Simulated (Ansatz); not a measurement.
`[CH3][SnH]([F])[SH]` → CH₄ + `[F][Sn][SH]` at 500 K and 1 bar (stannylene formation by 1,1-elimination).

Isolated molecules relaxed with PBE0-D4/def2-TZVP in Ansatz; ΔE leaves out vibrations. CBS: MP2 limit from def2 TZ/QZ plus the TZ coupled-cluster correction, frozen cores. This one scheme is used for every species. def2 core potentials past Kr. For Sn outer-core shells are correlated without core-valence functions, which leaves a few kJ/mol of doubt a bond. Each species was taken in one conformer, which may not be the lowest.

| species | CCSD(T)/CBS energy (Eh) | H − E (kJ/mol) | S (J/(mol·K)) |
| --- | --- | --- | --- |
| `[CH3][SnH]([F])[SH]` | -752.71910 | 189.5 | 432.6 |
| CH₄ | -40.46206 | 135.6 | 206.8 |
| `[F][Sn][SH]` | -712.27458 | 56.1 | 342.2 |

H − E and S are ideal-gas, rigid-rotor, harmonic terms from PBE0-D4/def2-TZVP, for one conformer and one mirror image of each species. 1 Eh = 2625.50 kJ/mol, R = 8.31446 J/(mol·K).

Problem. By hand: ΔE, ΔH, ΔS and ΔG.

Solution. ΔE = (-40.46206) + (-712.27458) − (-752.71910) = -0.01754 Eh = -46.1 kJ/mol. Δ(H − E) = 135.6 + 56.1 − 189.5 = 2.2, so ΔH = -43.9 kJ/mol. ΔS = 206.8 + 342.2 − 432.6 = 116.4 J/(mol·K). ΔG = -43.9 − 500 × (116.4)/1000 = -102.1 kJ/mol.

Problem. By hand: the equilibrium constant, and the temperature at which ΔG would vanish if ΔH and ΔS stayed fixed.

Solution. log₁₀ K = −ΔG/(RT ln 10) = 10.7. ΔH and −TΔS have one sign here, so there is no such temperature.

The number of gas molecules changes by +1, which sets the sign of ΔS. A doubt of 5 kJ/mol in ΔE shifts log₁₀ K by 0.5 here. Other conformers and mirror images would add mixing entropy, several J/(mol·K) or more a flexible species. These are equilibria of isolated gas molecules and say nothing of rates. Largest T1 diagnostic: 0.016 (customary marks: 0.02 for closed shells, 0.045 for open ones).
